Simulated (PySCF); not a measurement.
[Nb(F)3(OH)2], neutral singlet in the gas phase. 

Cartesian coordinates (Å):
```xyz
8

Nb    -0.1179    -0.0161     0.2103
F      1.3973    -0.8284     0.9248
F     -0.8428    -0.5595    -1.4161
F      1.0344     1.1339    -0.7602
O     -1.2923    -1.0628     1.2138
H     -1.9307    -1.5154     1.7726
O     -0.7799     1.5573     1.0245
H     -0.3817     2.3952     0.7399
```
Charge 0, multiplicity 1.

All levels are single points at this geometry (r2SCAN-D4/def2-SVP); Pople sets use spherical d functions. Orbital energies aren't observables, and empty levels follow the basis.

PBE/6-31G* (LANL2DZ on Nb) in PySCF gives dipole (D) = 2.55.

Q: Estimate the dipole (D) from each of these levels: B3LYP-D3(BJ)/def2-TZVP in PySCF; PBE-D3(BJ)/def2-TZVP in PySCF; TPSSh-D3(BJ)/def2-TZVP in PySCF; B3LYP/6-311+G** (LANL2DZ on Nb) in PySCF; HF/6-31G* (LANL2DZ on Nb) in PySCF.

A: 
| level | dipole (D) |
|---|---|
| B3LYP-D3(BJ)/def2-TZVP in PySCF | 2.78 |
| PBE-D3(BJ)/def2-TZVP in PySCF | 2.68 |
| TPSSh-D3(BJ)/def2-TZVP in PySCF | 2.72 |
| B3LYP/6-311+G** (LANL2DZ on Nb) in PySCF | 2.99 |
| HF/6-31G* (LANL2DZ on Nb) in PySCF | 2.81 |
